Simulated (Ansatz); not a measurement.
Calculated with Ansatz (gas phase, PBE0-D4/def2-TZVP geometries, no zero-point term in ΔE). CCSD(T)/CBS is the MP2 limit (def2-TZVPP, def2-QZVPP) plus CCSD(T) − MP2 in def2-TZVPP, frozen cores. This one scheme is used for every species, atoms too. DFT in def2-TZVPP. HSE06 is defined as in plane-wave codes. Open shells (•) are unrestricted, without spin–orbit coupling. Spin–orbit coupling would lower the free atoms: a little for C, O; strongly for In. def2 core potentials past Kr. For In outer-core shells are correlated without core-valence functions, so the limit isn't a true one: a few kJ/mol of doubt a bond, and 10 to 20 or more in all where bonds break to atoms. Each species was taken in one conformer, which may not be the lowest.

`[CH3][In]([NH2])[CH]=O` → 2 C• + 6 H• + In• + N• + O•  (atomization)

```
         level  ΔE (kcal/mol)  difference from CCSD(T)/CBS
  CAM-B3LYP-D4          921.7                          0.8
        B2PLYP          908.0                        -12.9
           PBE          939.2                         18.3
        revPBE          903.8                        -17.1
       r2SCANh          907.9                        -13.0
         HSE06          914.8                         -6.1
 CCSD/def2-SVP          847.9                        -73.0
 HF/def2-QZVPP          624.8                       -296.1
MP2/def2-QZVPP          924.6                          3.7
  HF/CBS(def2)          625.1                       -295.8
   CCSD(T)/CBS          920.9                            0
```

Largest T1 diagnostic among the species: 0.016.

Leaving LDA and LC-ωPBE aside and taking each functional with its dispersion term where it has one, the values, not all of them listed here, spread over 63.5 kcal/mol, from BHLYP-D4 to PBE-D4. LDA lies +126.3 kcal/mol from PBE without D4, its usual overbinding. From BLYP to BHLYP (50 % exact exchange), in def2-TZVPP and without D4, ΔE moves by −38.7 kcal/mol: exact exchange takes away binding that semilocal exchange gives to molecules.

For atomizations the MP2-based limit and the directly extrapolated one differ by several kJ/mol either way, and by 10 to 25 for some Ge, Se and Sn compounds, so smaller differences from it don't rank the levels.
